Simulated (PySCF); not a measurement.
PySCF input for acetate (C2H3O2), SMILES CC([O-])=O, charge -1, PBE0/pcJ-1. Coordinates come from a PBE0-D3(BJ)/def2-SVPD optimisation.

```python
import numpy as np
from pyscf import gto, scf, dft
from pyscf.prop.ssc import rks as ssc

mol = gto.M(
    atom='''
    C    -1.33506087   -0.15650007   -0.00894139
    C     0.20585176    0.01772328    0.00032663
    O     0.88499483   -1.02899496   -0.09348883
    O     0.60524761    1.19970571    0.10300587
    H    -1.75542191    0.24792798    0.92561745
    H    -1.62401760   -1.21194034   -0.11560476
    H    -1.76724545    0.43098698   -0.83446039
    ''',
    basis='pcJ-1',
    charge=-1,
    spin=0,
    max_memory=1600,
    verbose=3,
)
mf = dft.RKS(mol, xc='pbe0')
mf.grids.level = 3
mf.conv_tol = 1e-10
mf.max_cycle = 100
mf.kernel()
j = ssc.SSC(mf)
j.with_fcsd = True
j.max_cycle_cphf = 80
j.conv_tol = 1e-7
e11 = j.kernel()
```

Program output:

```
converged SCF energy = -228.267306152455
Reduced spin-spin coupling constant K (Hz)
               #0        #1        #2        #3        #4
        0 C    0.00000
        1 C   23.27493   0.00000
        2 O    9.65613 -28.43226   0.00000
        3 O    8.93442 -28.43144  -8.58262   0.00000
        4 H   14.91420  -0.68862   0.16754  -0.00398   0.00000
        5 H   15.57746  -0.53685   0.01914   0.53554  -0.34076
        6 H   14.94516  -0.68206   0.18297  -0.00352  -0.51415
               #5        #6
        5 H    0.00000
        6 H   -0.33307   0.00000
Spin-spin coupling constant J (Hz)
               #0        #1        #2        #3        #4
        0 C    0.00000
        1 C   45.93376   0.00000
        2 O  -10.27583  30.25693   0.00000
        3 O   -9.50780  30.25607  -4.92497   0.00000
        4 H  117.03046  -5.40351  -0.70889   0.01686   0.00000
        5 H  122.23501  -4.21258  -0.08100  -2.26601 -10.63181
        6 H  117.27340  -5.35203  -0.77419   0.01490 -16.04148
               #5        #6
        5 H    0.00000
        6 H  -10.39164   0.00000
```

The calculation finished and met its thresholds.

Cost: very roughly 2.8 core-minutes.
